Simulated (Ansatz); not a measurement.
Start from `[F][SnH2][AsH2]` and change one atom or group to get `[CH3][SnH2][F]`.

Ansatz, PBE0-D4/def2-TZVP geometries, multiplicity 1. 

Elements past krypton have def2 core potentials. Scalar relativity is left out up to krypton.

```json
{"property": "LUMO energy (PBE0/def2-TZVPP) / eV", "`[F][SnH2][AsH2]`": "-0.90"}
{"property": "LUMO energy (ωB97M-V/def2-TZVPP) / eV", "`[F][SnH2][AsH2]`": "0.79"}
{"property": "zero-point energy (PBE0-D4/def2-TZVP) / kJ/mol", "`[F][SnH2][AsH2]`": "81.9"}
{"property": "HOMO–LUMO gap (B3LYP/def2-TZVPP) / eV", "`[F][SnH2][AsH2]`": "6.44"}
{"property": "HOMO–LUMO gap (ωB97M-V/def2-TZVPP) / eV", "`[F][SnH2][AsH2]`": "10.60"}
{"property": "HOMO–LUMO gap (PBE0/def2-TZVPP) / eV", "`[F][SnH2][AsH2]`": "6.92"}
```

Q: What does the change do to each property? (Best estimate.)

A: Ansatz gave: 
```tsv
property	`[CH3][SnH2][F]`	shift
LUMO energy (PBE0/def2-TZVPP) / eV	-0.39	0.51
LUMO energy (ωB97M-V/def2-TZVPP) / eV	1.07	0.28
zero-point energy (PBE0-D4/def2-TZVP) / kJ/mol	135.2	53.3
HOMO–LUMO gap (B3LYP/def2-TZVPP) / eV	7.82	1.38
HOMO–LUMO gap (ωB97M-V/def2-TZVPP) / eV	11.98	1.38
HOMO–LUMO gap (PBE0/def2-TZVPP) / eV	8.31	1.39
```

With PBE0 the HOMO falls by 0.90 eV and the LUMO rises by 0.51 eV, so the gap widens by about 1.41 eV. PBE moves the HOMO by -0.61 eV and ωB97M-V by -1.09 eV. The zero-point energy changes by 53.3 kJ/mol with +3 modes.

B3LYP here is the variant with VWN-RPA as its local correlation; programs differ in this.
